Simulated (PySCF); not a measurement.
# SMILES C/C=C/C=C/C=C/Cl, C$_{7}$H$_{9}$Cl

Molfile (atoms numbered from 1):
```
C7H9Cl
     RDKit          3D

 17 16  0  0  0  0  0  0  0  0999 V2000
   -2.9566    0.2286    0.2267 C   0  0  0  0  0  0  0  0  0  0  0  0
   -1.6880   -0.0631   -0.4945 C   0  0  0  0  0  0  0  0  0  0  0  0
   -0.4517    0.0635    0.0227 C   0  0  0  0  0  0  0  0  0  0  0  0
    0.7645   -0.2268   -0.6989 C   0  0  0  0  0  0  0  0  0  0  0  0
    2.0083   -0.1006   -0.1819 C   0  0  0  0  0  0  0  0  0  0  0  0
    3.2153   -0.3949   -0.9148 C   0  0  0  0  0  0  0  0  0  0  0  0
    4.4448   -0.2654   -0.3901 C   0  0  0  0  0  0  0  0  0  0  0  0
    5.8867   -0.6160   -1.2603 Cl  0  0  0  0  0  0  0  0  0  0  0  0
   -3.6047   -0.6636    0.2710 H   0  0  0  0  0  0  0  0  0  0  0  0
   -2.7721    0.5687    1.2563 H   0  0  0  0  0  0  0  0  0  0  0  0
   -3.5411    1.0075   -0.2926 H   0  0  0  0  0  0  0  0  0  0  0  0
   -1.7796   -0.4091   -1.5325 H   0  0  0  0  0  0  0  0  0  0  0  0
   -0.3420    0.4084    1.0590 H   0  0  0  0  0  0  0  0  0  0  0  0
    0.6572   -0.5721   -1.7348 H   0  0  0  0  0  0  0  0  0  0  0  0
    2.1194    0.2444    0.8533 H   0  0  0  0  0  0  0  0  0  0  0  0
    3.1167   -0.7406   -1.9494 H   0  0  0  0  0  0  0  0  0  0  0  0
    4.6212    0.0738    0.6340 H   0  0  0  0  0  0  0  0  0  0  0  0
  1  2  1  0
  2  3  2  0
  3  4  1  0
  4  5  2  0
  5  6  1  0
  6  7  2  0
  7  8  1  0
  1  9  1  0
  1 10  1  0
  1 11  1  0
  2 12  1  0
  3 13  1  0
  4 14  1  0
  5 15  1  0
  6 16  1  0
  7 17  1  0
M  END
```

Method used: PySCF, quadratic response CAM-B3LYP/aug-cc-pVDZ first hyperpolarisability, Taylor convention, gas phase. Geometry: PBE0-D3(BJ)/def2-SVP.

Q: Give β for the processes computed.

A: In au, Taylor convention; the vector part is βᵢ = ⅓ Σⱼ (βᵢⱼⱼ + βⱼᵢⱼ + βⱼⱼᵢ); β∥ is 3/5 of the vector part along the dipole, the dipole points from − to +:
```tsv
process	λ (nm)	β vector norm	β∥	β HRS	depolarisation ratio
static β(0;0,0)	∞	97.4	-57.2	36.0	8.34
second harmonic β(−2ω;ω,ω)	1907	97.2	-57.1	36.0	7.99
Pockels β(−ω;ω,0)	1907	97.5	-57.3	–	–
second harmonic β(−2ω;ω,ω)	1064	90.6	-53.2	34.3	6.60
Pockels β(−ω;ω,0)	1064	97.1	-57.1	–	–
```

Q: Which lowest excitations, dipole and polarisabilities go with it?

A: S1 4.60 eV (f = 1.381); S2 5.34 eV (f = 0.000); S3 5.37 eV (f = 0.000); dipole 2.48 D; isotropic α 131.1 au static, 132.2 au at 1907 nm, 135.0 au at 1064 nm, 136.0 au at 953.5 nm, 150.1 au at 532 nm.
